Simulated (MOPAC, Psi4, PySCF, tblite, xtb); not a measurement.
Dimer CH2O2 ··· H4OSi (SMILES O=CO and O[SiH3]) at R = 3.67 Å between the centres of mass, closest contact 1.79 Å (lowest of the rigid-body minima from ten starts at GFN2-xTB). Geometry in Å and degrees:

```
O
H 1 0.9598
Si 1 1.6525 2 118.64
H 3 1.4758 1 105.85 2 -179.98
H 3 1.4842 4 109.86 1 120.66
H 3 1.4842 4 109.86 5 118.68
O 2 1.9849 1 133.85 3 151.92
C 7 1.1967 2 108.53 1 2.14
O 8 1.3438 7 125.18 2 0.30
H 9 0.9719 8 107.71 7 -0.01
H 8 1.0973 7 125.24 2 -179.69
```

- GFN2-xTB (tblite)
- SAPT0/jun-cc-pVDZ, frozen core (Psi4)
- B3LYP/def2-TZVP, counterpoise-corrected (Psi4)
- B3LYP-D3(BJ)/def2-TZVP, counterpoise-corrected (Psi4)
- PBE/def2-TZVP, counterpoise-corrected (Psi4)
- PBE-D3(BJ)/def2-TZVP, counterpoise-corrected (Psi4)
- HF/aug-cc-pVDZ, counterpoise-corrected (Psi4)
- MP2/aug-cc-pVDZ = DF-MP2/aug-cc-pVDZ, frozen core, counterpoise-corrected (Psi4 1.11)
- SCS-MP2/aug-cc-pVDZ = DF-SCS-MP2/aug-cc-pVDZ, frozen core, counterpoise-corrected in Psi4
- AM1, restricted, heats of formation (MOPAC)
- PM6, restricted, heats of formation (MOPAC)
- GFN1-xTB (xtb)
- RKS-B3LYP/6-31G* = restricted B3LYP/6-31G*, spherical d, no counterpoise correction (PySCF 2.14.0)
- RKS-B3LYP/3-21G = PySCF with restricted B3LYP/3-21G, no counterpoise correction
- RHF/LANL2DZ = restricted Hartree-Fock/LANL2DZ, with its core potentials past Ne, no counterpoise correction in PySCF 2.14.0
- RKS-B3LYP/6-311+G** = PySCF with restricted B3LYP/6-311+G**, spherical d, no counterpoise correction

Q: What interaction energy does each level give?

A: 
```json
[
 {"method": "RKS-B3LYP/3-21G", "E_int / kJ/mol": "-94.76"},
 {"method": "RHF/LANL2DZ", "E_int / kJ/mol": "-56.70"},
 {"method": "RKS-B3LYP/6-31G*", "E_int / kJ/mol": "-53.61"},
 {"method": "SAPT0/jun-cc-pVDZ", "E_int / kJ/mol": "-45.72"},
 {"method": "B3LYP-D3(BJ)/def2-TZVP", "E_int / kJ/mol": "-43.39"},
 {"method": "PBE-D3(BJ)/def2-TZVP", "E_int / kJ/mol": "-42.51"},
 {"method": "RKS-B3LYP/6-311+G**", "E_int / kJ/mol": "-41.56"},
 {"method": "GFN2-xTB", "E_int / kJ/mol": "-40.50"},
 {"method": "GFN1-xTB", "E_int / kJ/mol": "-39.77"},
 {"method": "PBE/def2-TZVP", "E_int / kJ/mol": "-37.05"},
 {"method": "B3LYP/def2-TZVP", "E_int / kJ/mol": "-34.61"},
 {"method": "MP2/aug-cc-pVDZ", "E_int / kJ/mol": "-34.33"},
 {"method": "SCS-MP2/aug-cc-pVDZ", "E_int / kJ/mol": "-29.58"},
 {"method": "PM6", "E_int / kJ/mol": "-28.18"},
 {"method": "HF/aug-cc-pVDZ", "E_int / kJ/mol": "-26.20"},
 {"method": "AM1", "E_int / kJ/mol": "-15.04"}
]
```
